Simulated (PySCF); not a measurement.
A GIAO shielding run with PySCF 2.14 (density fitting, non-relativistic, gas phase) on SMILES CC(=O)[C@@H]1[SiH2][SiH2][SiH2]C1=O, C$_{4}$H$_{10}$O$_{2}$Si$_{3}$:

```
$ OMP_NUM_THREADS=1 python probes_run.py task.json out

{"job": {"kind": "nmr", "xc": "PBE0", "basis": "pcSseg-1"}, "charge": 0, "multiplicity": 1}
C      2.425529    -0.699284    -0.874531
C      1.006372    -0.241561    -0.692692
O      0.115138    -0.578362    -1.465867
C      0.706681     0.609894     0.451262
Si    -0.238008    -0.608106     1.680304
Si    -2.160908    -0.889382     0.382722
Si    -1.811181     0.982317    -0.956477
C     -0.309233     1.645847     0.067173
O     -0.233249     2.783661     0.471256
H      2.810273    -1.104876     0.058815
H      3.043130     0.154709    -1.150521
H      2.483200    -1.448970    -1.659636
H      1.588430     1.040329     0.924408
H      0.758974    -1.666653     1.916130
H     -0.244117     0.149493     2.937205
H     -3.342231    -0.894245     1.265967
H     -2.194179    -2.221472    -0.232653
H     -2.826756     2.032018    -0.734744
H     -1.587669     0.963894    -2.395583
```

Hardware: 1 thread of an Arm Neoverse V1, shared host. The job also computes population analyses, field gradients, ring-centre shieldings.

(1) How large is the calculation?

(2) How long does it take, and how much memory does it need?

## Answers

(1) 92 electrons, 224 basis functions and 1233 auxiliary functions.

(2) 64 s of wall time, with 15 SCF cycles and 5 response iterations; peak memory 0.99 GiB. Times on a shared host scatter by some tens of per cent.
